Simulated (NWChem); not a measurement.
System: GaHOBrF; SMILES [OH][Ga]([Br])[F]

The following NWChem deck was run.

```
start job
memory heap 200 mb stack 900 mb global 1100 mb
geometry units angstroms noautoz
  Ga     0.038617    -0.731480     0.000000
  F     -1.436142    -1.665477     0.000000
  Br    -0.068479     1.515126     0.000000
  O      1.573228    -1.600747     0.000000
  H      1.463615    -2.559066     0.000000
end
basis spherical
  Ga library def2-svp
  F library def2-svp
  Br library def2-svp
  O library def2-svp
  H library def2-svp
end
dft
  xc xcamb88 1.00 lyp 0.81 vwn_5 0.19 hfexch 1.00
  cam 0.33 cam_alpha 0.19 cam_beta 0.46
  iterations 150
  mulliken
end
task dft energy
```

Parts of the log:

```
             Northwest Computational Chemistry Package (NWChem) 7.3.0
             --------------------------------------------------------

 CS  symmetry detected

                             Geometry "geometry" -> ""
                             -------------------------

 Output coordinates in angstroms (scale by  1.889725989 to convert to a.u.)

  No.       Tag          Charge          X              Y              Z
 ---- ---------------- ---------- -------------- -------------- --------------
    1 Ga                  31.0000     0.01302865    -0.73242112     0.00000000
    2 F                    9.0000    -1.49455252    -1.61245722     0.00000000
    3 Br                  35.0000    -0.01272603     1.51658861     0.00000000
    4 O                    8.0000     1.51518936    -1.65663389     0.00000000
    5 H                    1.0000     1.37098080    -2.61036037     0.00000000

 Effective nuclear repulsion energy (a.u.)     534.4293638060

      Symmetry information
      --------------------

 Group name             Cs
 Group number              2
 Group order               2
 No. of unique centers     5

                                 NWChem DFT Module
                                 -----------------

 Summary of "ao basis" -> "ao basis" (spherical)
 ------------------------------------------------------------------------------
       Tag                 Description            Shells   Functions and Types
 ---------------- ------------------------------  ------  ---------------------
 Ga                         def2-svp                12       32   5s4p3d
 F                          def2-svp                 6       14   3s2p1d
 Br                         def2-svp                12       32   5s4p3d
 O                          def2-svp                 6       14   3s2p1d
 H                          def2-svp                 3        5   2s1p

      Symmetry analysis of basis
      --------------------------

        a'         68
        a"         29

            General Information
            -------------------
          SCF calculation type: DFT
          Wavefunction type:  closed shell.
          No. of atoms     :     5
          No. of electrons :    84
           Alpha electrons :    42
            Beta electrons :    42
          Charge           :     0
          Spin multiplicity:     1
          Use of symmetry is: on ; symmetry adaption is: on
          Maximum number of iterations: 150
          AO basis - number of functions:    97
                     number of shells:    39
          Convergence on energy requested:  1.00D-06
          Convergence on density requested:  1.00D-05
          Convergence on gradient requested:  5.00D-04

              XC Information
              --------------
                     Hartree-Fock (Exact) Exchange  1.000
                   CAM-Becke88 Exchange Functional  1.000
                      VWN V Correlation Functional  0.190 local
              Lee-Yang-Parr Correlation Functional  0.810

           Range-Separation Parameters
           ---------------------------
           Alpha           :  0.19
           Beta            :  0.46
           Gamma           :  0.33
           Short-Range HF  :     F

             Grid Information
             ----------------
          Grid used for XC integration:  medium
          Radial quadrature: Mura-Knowles
          Angular quadrature: Lebedev.
          Tag              B.-S. Rad. Rad. Pts. Rad. Cut. Ang. Pts.
          ---              ---------- --------- --------- ---------
          Ga                  1.30      112           8.0       590
          F                   0.50       49          10.0       434
          Br                  1.15      112          11.0       590
          O                   0.60       49          10.0       434
          H                   0.35       45          11.0       434
          Grid pruning is: on
          Number of quadrature shells:   367
          Spatial weights used:  Erf1

      Superposition of Atomic Density Guess
      -------------------------------------

 Sum of atomic energies:       -4669.54461382

      Non-variational initial energy
      ------------------------------

 Total energy =   -4670.035808
 1-e energy   =   -7575.900510
 2-e energy   =    2371.435339
 HOMO         =      -0.411897
 LUMO         =      -0.060067

      Symmetry analysis of molecular orbitals - initial
      -------------------------------------------------

  Numbering of irreducible representations:

     1 a'          2 a"

  Orbital symmetries:

     1 a'          2 a'          3 a'          4 a'          5 a'
     6 a"          7 a'          8 a'          9 a'         10 a"
    11 a'         12 a'         13 a'         14 a'         15 a'
    16 a"         17 a'         18 a'         19 a'         20 a"
    21 a'         22 a'         23 a"         24 a'         25 a"
    26 a'         27 a'         28 a'         29 a'         30 a"
    31 a"         32 a'         33 a'         34 a'         35 a'
    36 a'         37 a"         38 a'         39 a"         40 a'
    41 a"         42 a'         43 a'         44 a"         45 a'
    46 a'         47 a'         48 a'         49 a"         50 a'
    51 a'         52 a"

     ---------------------------------------------
      Total Density - Mulliken Population Analysis
     ---------------------------------------------

    Atom       Charge   Shell Charges
 -----------   ------   -------------------------------------------------------
    1 Ga  31    29.43   2.00  2.00  2.00  0.64  0.06  6.00  5.98  0.44  0.17  8.11  1.83  0.20
    2 F    9     9.70   1.99  1.15  0.80  3.55  2.21  0.00
    3 Br  35    35.35   2.00  2.00  2.00  1.36  0.58  6.00  5.99  2.35  3.07  8.23  1.73  0.05
    4 O    8     8.87   1.99  1.11  0.66  3.08  2.02  0.00
    5 H    1     0.66   0.53  0.07  0.06

   convergence    iter        energy       DeltaE   RMS-Dens  Diis-err
 ---------------- ----- ----------------- --------- --------- ---------
 d= 0,ls=0.0,diis     1  -4674.1825523442 -5.21D+03  1.48D-02  1.08D+00
 d= 0,ls=0.0,diis     2  -4674.1540141962  2.85D-02  6.94D-03  1.72D+00
 d= 0,ls=0.0,diis     3  -4674.3015286685 -1.48D-01  9.09D-04  2.56D-02
 d= 0,ls=0.0,diis     4  -4674.3031207071 -1.59D-03  2.66D-04  3.17D-03
 d= 0,ls=0.0,diis     5  -4674.3033090667 -1.88D-04  6.83D-05  1.48D-04
  Resetting Diis
 d= 0,ls=0.0,diis     6  -4674.3033175524 -8.49D-06  2.97D-05  8.53D-06
 d= 0,ls=0.0,diis     7  -4674.3033185584 -1.01D-06  1.49D-05  1.45D-06
 d= 0,ls=0.0,diis     8  -4674.3033185717 -1.33D-08  7.41D-06  2.05D-06

         Total DFT energy =    -4674.303318571700
      One electron energy =    -7575.318702342834
           Coulomb energy =     2552.722572211571
    Exchange-Corr. energy =     -186.136552246469
 Nuclear repulsion energy =      534.429363806031

 Numeric. integr. density =       84.000007702733

                  Occupations of the irreducible representations
                  ----------------------------------------------

                     irrep           alpha         beta
                     --------     --------     --------
                     a'               31.0         31.0
                     a"               11.0         11.0

                       DFT Final Molecular Orbital Analysis
                       ------------------------------------

 Vector   40  Occ=2.000000D+00  E=-4.087023D-01  Symmetry=a"
              MO Center=  1.2D+00, -1.4D+00, -7.4D-15, r^2= 2.0D+00
   Bfn.  Coefficient  Atom+Function         Bfn.  Coefficient  Atom+Function
  ----- ------------  ---------------      ----- ------------  ---------------
    84      0.566029  4 O  pz                87      0.417583  4 O  pz
    38      0.162978  2 F  pz                60      0.142983  3 Br pz
    63      0.142279  3 Br pz                41     -0.120403  2 F  pz
    14      0.112803  1 Ga pz                17      0.093905  1 Ga pz
    57     -0.093915  3 Br pz                21      0.078401  1 Ga d  1

 Vector   41  Occ=2.000000D+00  E=-3.773119D-01  Symmetry=a"
              MO Center=  1.3D-01,  1.1D+00,  2.3D-14, r^2= 2.5D+00
   Bfn.  Coefficient  Atom+Function         Bfn.  Coefficient  Atom+Function
  ----- ------------  ---------------      ----- ------------  ---------------
    63      0.557783  3 Br pz                60      0.506923  3 Br pz
    57     -0.335886  3 Br pz                84     -0.203810  4 O  pz
    87     -0.154166  4 O  pz                54      0.109143  3 Br pz
    19     -0.065168  1 Ga d -1              29      0.049526  1 Ga d -1
    38      0.042381  2 F  pz                14      0.040022  1 Ga pz

 Vector   42  Occ=2.000000D+00  E=-3.740486D-01  Symmetry=a'
              MO Center= -2.1D-02,  1.4D+00,  2.3D-16, r^2= 1.8D+00
   Bfn.  Coefficient  Atom+Function         Bfn.  Coefficient  Atom+Function
  ----- ------------  ---------------      ----- ------------  ---------------
    61      0.576314  3 Br px                58      0.535196  3 Br px
    55     -0.352745  3 Br px                52      0.114583  3 Br px
    37     -0.081441  2 F  py                18     -0.072084  1 Ga d -2
    40      0.058346  2 F  py                15      0.051728  1 Ga px
    82      0.045527  4 O  px                28      0.044050  1 Ga d -2

 Vector   43  Occ=0.000000D+00  E=-2.102908D-02  Symmetry=a'
              MO Center=  4.9D-02, -5.6D-01,  1.7D-15, r^2= 4.3D+00
   Bfn.  Coefficient  Atom+Function         Bfn.  Coefficient  Atom+Function
  ----- ------------  ---------------      ----- ------------  ---------------
     5      0.849425  1 Ga s                  4      0.483568  1 Ga s
    62      0.453668  3 Br py                81     -0.358100  4 O  s
     3     -0.310215  1 Ga s                 59      0.243832  3 Br py
    51     -0.241192  3 Br s                 50     -0.236822  3 Br s
    35     -0.224207  2 F  s                 82      0.199886  4 O  px

[...]
```

Level: CAM-B3LYP/def2-SVP. Geometry: optimised at PBE0/def2-SVP.
